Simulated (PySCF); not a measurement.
H7FOSi3, SMILES F[SiH2][SiH2]O[SiH3], GFN2-xTB optimised geometry.

```
12

F      3.09    -1.47     0.00
Si     1.47    -1.47     0.00
Si     0.84     0.74     0.00
O     -0.78     0.68    -0.11
Si    -2.29     1.26    -0.17
H      1.16    -2.28    -1.18
H      1.16    -2.27     1.18
H      1.31     1.55    -1.13
H      1.16     1.50     1.22
H     -3.09     0.08    -0.49
H     -2.60     1.81     1.14
H     -2.35     2.28    -1.21
```

Density from B3LYP/def2-TZVP (PySCF 2.14.0) at that geometry.

Minimum of the electron density along straight lines between bonded atoms, close to the bond critical point (lines longer than 1.1 times the sum of covalent radii, or with two minima, are not listed):

| bond | length / Å | ρ at the minimum / e bohr⁻³ | ∇²ρ there / e bohr⁻⁵ | position (fraction from the first atom) |
|---|---|---|---|---|
| F1–Si2 | 1.621 | 0.130 | 0.91 | 0.58 |
| Si2–Si3 | 2.293 | 0.107 | (withheld) | 0.63 |
| Si3–O4 | 1.626 | 0.137 | 0.91 | 0.42 |
| O4–Si5 | 1.619 | 0.139 | 0.94 | 0.59 |
| Si2–H6 | 1.465 | 0.127 | 0.17 | 0.49 |
| Si2–H7 | 1.465 | 0.127 | 0.17 | 0.49 |
| Si3–H8 | 1.471 | 0.125 | 0.16 | 0.49 |
| Si3–H9 | 1.471 | 0.125 | 0.16 | 0.49 |
| Si5–H10 | 1.460 | 0.128 | 0.18 | 0.49 |
| Si5–H11 | 1.461 | 0.128 | 0.18 | 0.49 |
| Si5–H12 | 1.461 | 0.128 | 0.18 | 0.49 |

### Question
What belongs in the gaps?

### Answer

- Si2–Si3, ∇²ρ there / e bohr⁻⁵: -0.20
